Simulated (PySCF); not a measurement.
CH₆AlNO, SMILES [CH3][Al]([NH2])[OH]. Geometry: B3LYP-D3(BJ)/def2-SVP. One conformer was computed; it need not be the lowest.

Computed equilibrium geometry at B3LYP-D3(BJ)/def2-SVP (PySCF confirms it by a frequency run) as Cartesian coordinates in Å, and its point group (one conformer of several):
point group Cs.
```xyz
10

Al     0.0248    -0.0365     0.0000
C     -0.3178     1.8803     0.0000
H      0.1369     2.3569     0.8851
H      0.1369     2.3569    -0.8851
H     -1.3920     2.1263     0.0000
O      1.6573    -0.5479     0.0000
H      1.9903    -1.4483     0.0000
N     -1.2950    -1.2280     0.0000
H     -1.2002    -2.2390     0.0000
H     -2.2805    -0.9813     0.0000
```
Charge 0, spin multiplicity 1.
